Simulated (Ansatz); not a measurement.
Born–Oppenheimer molecular dynamics of H10O2Si4 (16 atoms, charge 0, multiplicity 1). It starts from a relaxed structure.

The calculation used RKS PBE0/STO-3G (Ansatz 0.2.0).

```yaml
ensemble: NVT, Langevin thermostat
time_step: 2.5 fs
steps_asked: 40
set_temperature: 50 K
friction: 0.02 /fs
seed: 198563
```

First frame:

```xyz
16
Properties=species:S:1:pos:R:3
Si 0.008 -0.247 0.042
O 0.062 -0.499 1.728
Si -1.350 -0.198 2.619
H -2.522 -0.791 2.002
H -1.155 -0.786 3.923
H -1.615 1.218 2.781
Si 2.158 -0.010 -0.617
H 2.908 -1.213 -0.346
H 2.225 0.234 -2.038
H 2.808 1.087 0.058
O -0.764 1.259 -0.280
H -1.758 1.051 -0.285
Si -1.078 -1.960 -0.998
H -0.966 -3.193 -0.255
H -2.486 -1.669 -1.153
H -0.537 -2.190 -2.317
```

Task: What does the run give?

Result: The run went to its last step.

```yaml
steps_done: 40
time_covered: 100 fs
mean_temperature_over_the_second_half: 41 K
spread_of_the_potential_energy_over_the_second_half: 1.0 meV per atom
mean_potential_energy_of_the_second_half_above_the_start: 5.3 meV per atom
```

The mean temperature of the second half is 18 % below the set value. A step of 2.5 fs is long for free X–H stretches (periods near 10 fs) and can bias their spread and the temperature. A run of 0.1 ps of so small a system gives no equilibrium averages. Limits of this set-up: minimal basis.

Task: What happens to the structure?

Result: The same pairs are bonded in the first frame and the last. Pairs count as bonded within 1.25 times the sum of covalent radii (0.12 Å more for H–H). The details hang on the random start.

Task: How do temperature and energy run in time?

Result: 
```json
{"time (fs)": "0.0", "T (K)": "47", "potential energy less start (eV)": "0.000"}
{"time (fs)": "2.5", "T (K)": "37", "potential energy less start (eV)": "0.031"}
{"time (fs)": "5.0", "T (K)": "37", "potential energy less start (eV)": "0.034"}
{"time (fs)": "7.5", "T (K)": "33", "potential energy less start (eV)": "0.052"}
{"time (fs)": "10.0", "T (K)": "28", "potential energy less start (eV)": "0.059"}
{"time (fs)": "12.5", "T (K)": "42", "potential energy less start (eV)": "0.042"}
{"time (fs)": "15.0", "T (K)": "44", "potential energy less start (eV)": "0.056"}
{"time (fs)": "17.5", "T (K)": "39", "potential energy less start (eV)": "0.049"}
{"time (fs)": "20.0", "T (K)": "34", "potential energy less start (eV)": "0.071"}
{"time (fs)": "22.5", "T (K)": "35", "potential energy less start (eV)": "0.070"}
{"time (fs)": "25.0", "T (K)": "43", "potential energy less start (eV)": "0.063"}
{"time (fs)": "27.5", "T (K)": "48", "potential energy less start (eV)": "0.065"}
{"time (fs)": "30.0", "T (K)": "50", "potential energy less start (eV)": "0.053"}
{"time (fs)": "32.5", "T (K)": "41", "potential energy less start (eV)": "0.076"}
{"time (fs)": "35.0", "T (K)": "39", "potential energy less start (eV)": "0.063"}
{"time (fs)": "37.5", "T (K)": "39", "potential energy less start (eV)": "0.077"}
{"time (fs)": "40.0", "T (K)": "45", "potential energy less start (eV)": "0.062"}
{"time (fs)": "42.5", "T (K)": "40", "potential energy less start (eV)": "0.066"}
{"time (fs)": "45.0", "T (K)": "42", "potential energy less start (eV)": "0.070"}
{"time (fs)": "47.5", "T (K)": "38", "potential energy less start (eV)": "0.062"}
{"time (fs)": "50.0", "T (K)": "29", "potential energy less start (eV)": "0.079"}
{"time (fs)": "52.5", "T (K)": "40", "potential energy less start (eV)": "0.051"}
{"time (fs)": "55.0", "T (K)": "33", "potential energy less start (eV)": "0.076"}
{"time (fs)": "57.5", "T (K)": "40", "potential energy less start (eV)": "0.067"}
{"time (fs)": "60.0", "T (K)": "31", "potential energy less start (eV)": "0.098"}
{"time (fs)": "62.5", "T (K)": "31", "potential energy less start (eV)": "0.094"}
{"time (fs)": "65.0", "T (K)": "37", "potential energy less start (eV)": "0.076"}
{"time (fs)": "67.5", "T (K)": "38", "potential energy less start (eV)": "0.079"}
{"time (fs)": "70.0", "T (K)": "42", "potential energy less start (eV)": "0.064"}
{"time (fs)": "72.5", "T (K)": "38", "potential energy less start (eV)": "0.086"}
{"time (fs)": "75.0", "T (K)": "44", "potential energy less start (eV)": "0.068"}
{"time (fs)": "77.5", "T (K)": "49", "potential energy less start (eV)": "0.096"}
{"time (fs)": "80.0", "T (K)": "51", "potential energy less start (eV)": "0.082"}
{"time (fs)": "82.5", "T (K)": "44", "potential energy less start (eV)": "0.088"}
{"time (fs)": "85.0", "T (K)": "41", "potential energy less start (eV)": "0.100"}
{"time (fs)": "87.5", "T (K)": "47", "potential energy less start (eV)": "0.092"}
{"time (fs)": "90.0", "T (K)": "42", "potential energy less start (eV)": "0.118"}
{"time (fs)": "92.5", "T (K)": "47", "potential energy less start (eV)": "0.092"}
{"time (fs)": "95.0", "T (K)": "42", "potential energy less start (eV)": "0.120"}
{"time (fs)": "97.5", "T (K)": "52", "potential energy less start (eV)": "0.081"}
{"time (fs)": "100.0", "T (K)": "43", "potential energy less start (eV)": "0.086"}
```

The run took 3.6 min on 1 thread of Arm Neoverse V1, on a shared host, peak memory 0.15 GiB.
